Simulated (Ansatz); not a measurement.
Stepwise reaction of `[SeH][SiH2][SeH]` with hydrogen, as a gas-phase model of exchange steps in deposition or etching. ΔE in kJ/mol; ΔG adds harmonic PBE0-D4 terms to CCSD(T)/CBS, at 1 bar.

Computed with Ansatz on PBE0-D4/def2-TZVP structures; ΔE is electronic, products minus reactants. CBS: MP2 limit from def2 TZ/QZ plus the TZ coupled-cluster correction, frozen cores. This one scheme is used for every species. Functionals use def2-TZVPP. B3LYP here is the variant with VWN-RPA as its local correlation; programs differ in this. For Se outer-core shells are correlated without core-valence functions, which leaves a few kJ/mol of doubt a bond. Scalar relativity is left out up to krypton. Each species was taken in one conformer, which may not be the lowest.

```csv
step,reaction,PBE-D4,B3LYP-D4,ωB97M-V,CCSD(T)/CBS,ΔG(500 K)
2,`[SiH3][SeH]` + H₂ → SiH₄ + H₂Se,41.5,34.9,35.9,40.3,40.9
```

**Question.** Give the row of step 1, `[SeH][SiH2][SeH]` + H₂ → `[SiH3][SeH]` + H₂Se. (An estimate is asked.)

**Answer.** The calculation gave: 
| step | reaction | PBE-D4 | B3LYP-D4 | ωB97M-V | CCSD(T)/CBS | ΔG(500 K) |
| --- | --- | --- | --- | --- | --- | --- |
| 1 | `[SeH][SiH2][SeH]` + H₂ → `[SiH3][SeH]` + H₂Se | 52.6 | 45.2 | 44.2 | 49.2 | 34.2 |

**Question.** By hand: ΔE of the 2 steps together at CCSD(T)/CBS.

**Answer.** (49.2) + (40.3) = 89.5 kJ/mol, or 44.8 kJ/mol a step.

In ΔE each step is lower than the one before. All are uphill at CCSD(T)/CBS. ΔG lies between 34.2 and 40.9 kJ/mol a step. PBE-D4 differs from CCSD(T)/CBS by 1.2 to 3.4 kJ/mol a step. Isolated molecules leave out the surface, adducts and barriers. Largest T1 diagnostic: 0.011.
